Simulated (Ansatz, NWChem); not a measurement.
The same job for NWChem

This Ansatz 0.2.0 job computes BClF2 (chlorodifluoroborane):

in.yaml:
```yaml
crystal:
  periodic: [false, false, false]
  atoms:
    - {symbol: F, position_ang: [-0.173700, -1.254300, -0.546300]}
    - {symbol: B, position_ang: [-0.067100, -0.041300, -0.062000]}
    - {symbol: F, position_ang: [-1.011600, 0.830100, -0.317700]}
    - {symbol: Cl, position_ang: [1.307900, 0.405300, 0.905700]}
basis:
  gaussian: {orbitals: aug-cc-pVDZ}
magnetization: {spin_polarized: false}
correlation: {method: ccsd, frozen_orbitals: {B: 1, Cl: 5, F: 1}}
accuracy: high
scf: {omitted_lower_state_checks: [cluster_reference, increment]}
```

```bash
$ ansatz run in.yaml --threads 1 --pin off --max-ram 3480MiB --events-out events.jsonl --progress --plain --runs-dir runs
```

The coordinates come from a PBE0-D4/def2-TZVP relaxation.

It gives a total energy of -683.900202 Eh.

Question: Translate the job to NWChem 7.3.0 as an ASE script.

Answer: This input was run:

run.py:
```python
from ase import Atoms
from ase.calculators.nwchem import NWChem

system = Atoms('FBFCl', positions=[
    [-0.173700, -1.254300, -0.546300],
    [-0.067100, -0.041300, -0.062000],
    [-1.011600, 0.830100, -0.317700],
    [1.307900, 0.405300, 0.905700],
])

calc = NWChem(
    label='bclf2',
    theory='ccsd',
    memory='2200 mb',
    basis='aug-cc-pVDZ',
    basispar='spherical bse',
    scf={'nopen': '0', 'rhf': None, 'thresh': '1e-08', 'maxiter': '80'},
    ccsd={'freeze': 'core 8', 'maxiter': '60'},
    task='energy',
)
system.calc = calc

e = system.get_potential_energy()
print(f"E = {e:.6f} eV")
```

```bash
$ export ASE_NWCHEM_COMMAND="nwchem PREFIX.nwi > PREFIX.nwo"
$ python run.py
```

Its energy is -683.900202 Eh, the same as the first but for the last digit, at most.
